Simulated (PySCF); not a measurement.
Species: C4H8OSSi.
SMILES: `C=C(S[SiH3])C(C)=O`

Method: TDDFT wB97X-D/def2-SVPD, vertical, gas phase, core orbitals frozen in the response (PySCF). Geometry: GFN2-xTB, one conformer, isolated molecule. Torsions of this conformer, `[CH2:1]=[C:2]([S:3][SiH3:4])[C:5]([CH3:6])=[O:7]`: C1–C2–S3–Si4 1°, C1–C2–C5–C6 170°.

Question: What does the calculation give for the low-lying excited states?

Answer: 

| state | E (eV) | ν̃ (cm⁻¹) | f | main configurations (H = HOMO, L = LUMO) |
| --- | --- | --- | --- | --- |
| S1 | 3.93 | 31730 | 0.0004 | H-1→L (91%) |
| S2 | 4.64 | 37440 | 0.068 | H→L (97%) |
| S3 | 5.81 | 46850 | 0.0041 | H→L+1 (61%), H→L+3 (23%) |
| S4 | 6.04 | 48700 | 0.0034 | H→L+2 (44%), H→L+1 (26%), H→L+3 (22%) |
| S5 | 6.39 | 51540 | 0.0006 | H-2→L (92%) |
| S6 | 6.65 | 53650 | 0.011 | H→L+3 (42%), H→L+2 (40%) |
| S7 | 6.79 | 54780 | 0.164 | H-3→L (75%), H→L+5 (9%) |
| S8 | 7.09 | 57150 | 0.032 | H→L+5 (52%), H→L+4 (19%), H-3→L (15%) |

Triplets, Tamm–Dancoff:

```tsv
state	E (eV)	λ (nm)	main configurations (H = HOMO, L = LUMO)
T1	3.13	396.6	H→L (83%), H-3→L (10%)
T2	3.50	354.7	H-1→L (89%)
T3	5.54	223.7	H→L+1 (41%), H→L+3 (30%), H→L+2 (10%)
```

The lowest singlet comes at 315 nm (380 kJ/mol) in the ultraviolet; it is dark (f under 0.0005); its leading configuration is HOMO-1→LUMO (91%). The most intense listed level is S7 at 6.79 eV (183 nm, f = 0.164), 2.86 eV above S1. Löwdin shares by element: HOMO sulfur 48%, carbon 36% or more, silicon 5%; LUMO carbon 62% or more, oxygen 18% (atoms not listed hold the other 20%). Weighted by f, the mean energy of these states is 6.28 eV. Of the 8 states listed, 4 reach f = 0.01 and 1 stays under 0.0005. The oscillator strengths of these states sum to 0.284; summed over the whole spectrum of an exact calculation they would give the number of electrons, 70 (Thomas–Reiche–Kuhn). Only the lowest 8 singlets were computed, as vertical energies without vibronic structure.
